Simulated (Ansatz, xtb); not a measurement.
**A family of molecules: the atomisation energy (no zero-point term)**

One atom is swapped for its congeners: CH2FI (fluoroiodomethane) `FCI`; CH2ClI (chloroiodomethane) `ClCI`; CH2BrI (bromoiodomethane) `BrCI`; CH2I2 (diiodomethane) `ICI`. All are singlets with charge 0.

Shapes, held fixed at every level: PBE0-D4/def2-TZVP. Programs: Ansatz 0.2.0, xtb 6.7.1. Values in eV.

| level | CH2FI | CH2ClI | CH2I2 |
| --- | --- | --- | --- |
| GFN0-xTB | 16.42 | 16.17 | 15.34 |
| HF/def2-SVP | 11.22 | 10.29 | 9.38 |
| BHLYP-D4/def2-TZVPP | 15.54 | 14.40 | 13.46 |
| r2SCAN0-D4/def2-TZVPP | 15.98 | 14.84 | 13.83 |
| wB97X-V/def2-TZVPP | 16.30 | 15.03 | 13.99 |
| B2PLYP/def2-TZVPP | 16.13 | 14.81 | 13.85 |
| MP2/def2-TZVPP | 16.36 | 15.05 | 14.16 |
| CCSD(T)/def2-TZVPP | 15.90 | 14.64 | 13.74 |

(1) Estimate the column for CH2BrI from its neighbours.

## Answers

(1) The mean of the neighbours at CCSD(T)/def2-TZVPP is 14.19 eV, against 14.21 from the run. All rows: GFN0-xTB 15.30; HF/def2-SVP 9.88; BHLYP-D4/def2-TZVPP 13.93; r2SCAN0-D4/def2-TZVPP 14.35; wB97X-V/def2-TZVPP 14.50; B2PLYP/def2-TZVPP 14.33; MP2/def2-TZVPP 14.61; CCSD(T)/def2-TZVPP 14.21 eV. At CCSD(T)/def2-TZVPP the atomisation energy falls at every step, from 15.90 to 13.74 eV. 7 of 8 levels show this order throughout; 7 agree on the largest and the smallest. For atoms past krypton def2 sets carry core potentials with scalar relativity. Relativity is left out for Br unless named. Correlated rows may include outer-core shells of Br, I, which these sets cover unevenly. GFN0-xTB strays far from the other rows. xTB rows lack spin polarisation. Spin-orbit coupling, which grows down the group, is left out (summed over each molecule's free atoms 0.33, 0.35, 0.47, 0.63 eV).
